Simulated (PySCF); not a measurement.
CH₄OPb, SMILES [O](C)[PbH] (connectivity only; charge and spin as stated), neutral, multiplicity 1.

The structure is a stationary point at PBE0-D3(BJ)/def2-SVP. The def2 effective core potentials stand for the cores of Pb; spin–orbit coupling is left out.

Computed with B3LYP/def2-TZVPD in PySCF.

Symmetry labels are those of the subgroup Cs that the program uses (full group Cs).

Computed valence orbital energies around the gap with their symmetry:
```
orbital  symmetry  energy (eV)
-------  --------  -----------
HOMO−7         A'       -17.54
HOMO−6         A'       -14.04
HOMO−5         A"       -11.53
HOMO−4         A'       -11.43
HOMO−3         A'       -10.75
HOMO−2         A'        -7.25
HOMO−1         A"        -7.13
HOMO           A'        -6.84
LUMO           A"        -2.77
LUMO+1         A'        -0.78
LUMO+2         A'        -0.15
LUMO+3         A'         0.63
```
